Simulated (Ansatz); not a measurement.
`[O]=[Mo]([OH])([OH])([OH])[Cl]`. Total charge 0; spin multiplicity 1. Correlated methods include outer-core shells of Mo, which these sets cover unevenly. Mo takes the def2 core potential.

```xyz
9

O     0.556   -1.284   -1.108
Mo    0.046   -0.092   -0.055
O    -1.776   -0.391   -0.280
O     0.953   -0.858    1.382
O     0.798    1.332   -0.987
Cl   -0.610    1.564    1.580
H    -2.045   -1.073   -0.905
H     0.824   -0.335    2.186
H     1.255    1.136   -1.812
```

Give the diagnostics of a CCSD(T)/def2-TZVPP run (frozen core, Ansatz 0.2.0). (Estimate.)

Computed: T1 = 0.0240, largest single amplitude 0.058, largest double 0.046, (T) share of the correlation energy 5.5 %, 14 CCSD cycles. The RHF solution is unstable towards an unrestricted one. T1 lies over the customary mark of 0.02 for closed shells; compounds of d metals often pass it without a breakdown.
